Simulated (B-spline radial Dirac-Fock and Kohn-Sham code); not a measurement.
# Radiative decay of the 2p1/2 hole in Pt⁵⁺

System: Pt⁵⁺, [Xe] 4f14 5d5, inside a Watson sphere of charge -5 and radius 2.7 Å (a model of the Madelung potential; inside it an electron's potential energy is raised by 26.7 eV).

Model: one-electron (LDA, Dirac) transition rates at Dirac-Fock energies. Program: an atomic code on a B-spline grid.

```tsv
line	multipole	energy (eV)	width (meV)	share (%)
L2-M1	E1	9969.4	38.3	2.10
L2-M3	E2	10622.3	1.42	0.0779
L2-M4	E1	11070.7	1470	80.5
L2-N1	E1	12542.7	9.76	0.536
L2-N4	E1	12940.0	284	15.6
L2-O1	E1	13170.6	2.03	0.111
L2-N6	E2	13201.7	1.00	0.0549
L2-O4	E1	13280.3	18.1	0.996
```

The listed lines hold 100.0 % of the radiative rate. The radiative width is 1.82 eV in the length form and 1.86 eV in the velocity form; the two differ because the transition energies are not eigenvalue differences of the potential that gave the orbitals.

Values without a named source are computed, but for edge energies of neutral atoms, which are taken from tables.
